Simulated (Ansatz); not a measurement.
[MoO3F]- (MoO3F⁻) was relaxed with r2SCAN-D4 (def2-SVPD) in Ansatz in these states: charge -1 singlet, neutral doublet. The geometries follow in no particular order.

In the def2 sets Mo takes a core potential; there is no spin–orbit coupling.

A:

```xyz
5

Mo    0.017   -0.023   -0.001
O    -1.469   -0.231   -0.881
O    -0.434    0.392    1.627
O     0.786    1.386   -0.669
F     1.100   -1.524   -0.076
```

B:

```xyz
5

Mo   -0.021   -0.025   -0.024
O    -1.360   -0.670    0.862
O    -0.599    0.853   -1.399
O     1.009   -1.314   -0.545
F     0.971    1.157    1.106
```

Problem. Judge from the bond lengths which geometry belongs to which state (an estimate).

Solution. A is the neutral doublet (Mo1–F5 1.853 Å, Mo1–O3 1.739 Å, Mo1–O4 1.739 Å); B is the charge -1 singlet (Mo1–F5 1.913 Å, Mo1–O3 1.731 Å, Mo1–O4 1.731 Å).
